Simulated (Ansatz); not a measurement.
`[OH][Ga]([Cl])[Br]` and `[OH][Ga]([Br])[O][SiH3]` differ in one atom or group.

Ansatz, PBE0-D4/def2-TZVP geometries, multiplicity 1. Each molecule was computed in one conformer, which needn't be the lowest.

Scalar relativity is left out up to krypton. Spin–orbit coupling is left out; it splits and shifts lone-pair levels of the heavy atoms by tenths of an eV.

```tsv
property	`[OH][Ga]([Cl])[Br]`
HOMO–LUMO gap (ωB97M-V/def2-TZVPP) / eV	11.38
size of the dipole moment (B3LYP/def2-TZVPP) / D	1.53
HOMO energy (ωB97M-V/def2-TZVPP) / eV	-11.13
LUMO energy (PBE/def2-TZVPP) / eV	-2.59
LUMO energy (ωB97M-V/def2-TZVPP) / eV	0.24
HOMO energy (B3LYP/def2-TZVPP) / eV	-8.62
```

**Question.** What does the change do to each property? (An estimate is asked.)

**Answer.** The calculation gave: 
```csv
property,`[OH][Ga]([Br])[O][SiH3]`,shift
HOMO–LUMO gap (ωB97M-V/def2-TZVPP) / eV,11.40,0.02
size of the dipole moment (B3LYP/def2-TZVPP) / D,1.22,-0.31
HOMO energy (ωB97M-V/def2-TZVPP) / eV,-11.06,0.07
LUMO energy (PBE/def2-TZVPP) / eV,-2.43,0.16
LUMO energy (ωB97M-V/def2-TZVPP) / eV,0.34,0.10
HOMO energy (B3LYP/def2-TZVPP) / eV,-8.53,0.09
```

With PBE0 the HOMO rises by 0.11 eV and the LUMO rises by 0.17 eV, so the gap widens by about 0.06 eV. PBE moves the HOMO by 0.18 eV and ωB97M-V by 0.07 eV. Dipoles are sizes alone; their direction can turn.

B3LYP here is the variant with VWN-RPA as its local correlation; programs differ in this.
